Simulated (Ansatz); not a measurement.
The lowest singlet and triplet of BH (SMILES [BH]); geometries from B3LYP-D3(BJ)/def2-TZVP, each state relaxed from the structure named, with no frequency check.
Singlet at the triplet's geometry (charge 0, multiplicity 1):
```xyz
2

B      0.0000     0.0000    -0.1987
H      0.0000     0.0000     0.9933
```

A positive gap puts the triplet lower; no zero-point energy. R- takes a restricted singlet. The triplet is unrestricted in single-reference levels. Active spaces average the two states.

Cores are frozen in the correlated methods.

The values were computed with Ansatz (Gaussian basis) for Hartree–Fock, density functionals and correlated methods. 

R-PBE/def2-TZVPP gives -20.90 kcal/mol for the gap E(singlet) − E(triplet), vertical, at the triplet's geometry.

Where do these levels fall relative to PBE: R-r2SCAN/def2-TZVPP, R-B3LYP/def2-TZVPP, R-wB97M-V/def2-TZVPP, R-B2PLYP/def2-TZVPP, R-MP2/cc-pVQZ, R-CCSD(T)/cc-pVQZ, SC-NEVPT2 on SA-CASSCF(4,5)/cc-pVQZ, FIC-MRCISD+Q on SA-CASSCF(4,5)/cc-pVQZ, FCI/cc-pVQZ.

R-r2SCAN/def2-TZVPP 6.85; R-B3LYP/def2-TZVPP -4.69; R-wB97M-V/def2-TZVPP -9.71; R-B2PLYP/def2-TZVPP -5.02; R-MP2/cc-pVQZ -2.47; R-CCSD(T)/cc-pVQZ -9.18; SC-NEVPT2 on SA-CASSCF(4,5)/cc-pVQZ -9.68; FIC-MRCISD+Q on SA-CASSCF(4,5)/cc-pVQZ -9.29; FCI/cc-pVQZ -9.24 kcal/mol. 1 of 9 lie above PBE; the widest gap is to R-wB97M-V/def2-TZVPP.

Doubts at one or more of the structures used: a restricted determinant that unrestricted orbitals would lower (R-PBE/def2-TZVPP, R-r2SCAN/def2-TZVPP, R-B2PLYP/def2-TZVPP, R-MP2/cc-pVQZ, R-CCSD(T)/cc-pVQZ).

Ansatz is a first-principles code.
